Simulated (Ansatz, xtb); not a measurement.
Relative energy of two structures of GaH6PSi2

We compare I, a singlet given by its coordinates, with II, `[SiH2]1[SiH2][GaH][PH]1`, a singlet. Both are isolated molecules in the gas phase, relaxed with PBE0-D3(BJ)/def2-SVP.

I (Å):

| atom | x (Å) | y (Å) | z (Å) |
| --- | --- | --- | --- |
| Ga | -0.1976 | -1.0115 | 0.0980 |
| P | -1.2841 | 0.3670 | -1.6709 |
| Si | 0.8359 | 0.9298 | -1.4347 |
| Si | -1.6325 | 0.7542 | 0.5549 |
| H | 1.3520 | 0.1048 | -0.1703 |
| H | 1.1886 | 2.3044 | -0.9690 |
| H | 1.7200 | 0.4934 | -2.5509 |
| H | -3.0386 | 0.4395 | 0.9354 |
| H | -1.1773 | 2.0465 | 1.1523 |
| H | 0.4574 | -2.4049 | -0.0629 |

Close contacts (Å): Ga1–P2 2.49, Ga1–Si3 2.68, Ga1–Si4 2.32, P2–Si3 2.21, P2–Si4 2.29, Ga1–H5 1.93, Ga1–H10 1.55, Si3–H5 1.60, Si3–H6 1.49, Si3–H7 1.49, Si4–H8 1.49, Si4–H9 1.49.

II (Å):

```xyz
10

Ga   -1.5034    0.4357   -0.9903
P     0.4934   -0.6760   -1.4560
Si    0.8449   -0.4366    0.7832
Si   -1.4692   -0.4758    1.2496
H     1.7429   -1.4874    1.3526
H     1.4024    0.9075    1.1409
H    -1.9720    0.2354    2.4650
H    -1.9686   -1.8889    1.2593
H    -2.3024    1.4318   -1.8965
H     1.3154    0.3386   -2.0287
```

Problem. Estimate which is lower in electronic energy at CCSD(T)/def2-SVP + ΔMP2/def2-TZVPP, and by roughly how much.

Solution. The CCSD(T)/def2-SVP + ΔMP2/def2-TZVPP calculation puts structure II lower, by 0.188 eV.

How the difference moves with the method:

```tsv
level	geometry	E(II) − E(I) (eV)	departure from the last row (eV)	job, with rough time for the two
PBE0-D3(BJ)/def2-SVP	PBE0-D3(BJ)/def2-SVP	−0.351	−0.163	optimisation, 1.8 min
HF/def2-SVP	PBE0-D3(BJ)/def2-SVP	−0.678	−0.490	part of the CCSD(T) run
MP2/def2-SVP	PBE0-D3(BJ)/def2-SVP	−0.300	−0.112	part of the CCSD(T) run
CCSD(T)/def2-SVP	PBE0-D3(BJ)/def2-SVP	−0.383	−0.195	single point
CCSD(T)/def2-SVP + ΔMP2/def2-TZVPP	PBE0-D3(BJ)/def2-SVP	−0.188		single point, 43 s
```

The levels shown agree on the order. The largest departure from CCSD(T)/def2-SVP + ΔMP2/def2-TZVPP is that of HF/def2-SVP, 0.490 eV. Levels run at GFN2-xTB geometries aren't shown. The last row adds to CCSD(T) the change of the MP2 difference between the two basis sets, here +0.195 eV, a large step that makes the value less sure.

With harmonic frequencies from PBE0-D3(BJ)/def2-SVP (ideal gas, rigid rotor, one conformer each, 200 K, 1 atm): the zero-point term adds −0.019 eV; ΔH is −0.202 and ΔG −0.216 eV.

The correlated steps freeze 24 core orbitals; the filled d shell of Ga is correlated, in a basis made for valence electrons. Programs: Ansatz 0.2.0; the last row on 2 threads of Arm Neoverse V2 on a shared host.
